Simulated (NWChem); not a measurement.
System: CH₃ClGeO₂; SMILES [O]1[GeH]([Cl])[O]C1

```xyz
8

Cl    -0.4580    -1.9782     0.0000
Ge     0.5008    -0.0381     0.0000
O     -0.2301     1.1779    -1.1353
C     -0.7326     1.9004     0.0000
O     -0.2301     1.1779     1.1353
H      2.0283    -0.2578     0.0000
H     -0.3415     2.9449     0.0000
H     -1.8483     1.9134     0.0000
```
Atoms are numbered in this order, from 1.

Program: NWChem. Medium grid unless said otherwise, to which SCAN and Minnesota functionals are sensitive. Coordinates come from a PBE-D3(BJ)/def2-SVP optimisation. B3LYP is NWChem's, with the RPA form of VWN correlation.

### Question
Order these by “highest occupied level (eV)”, lowest first: r2SCAN0/def2-SVP; BP86/def2-SVP; OLYP/def2-SVP; B3LYP/def2-SVP.

### Answer
r2SCAN0/def2-SVP (-8.28), B3LYP/def2-SVP (-7.72), BP86/def2-SVP (-6.53), OLYP/def2-SVP (-6.33)
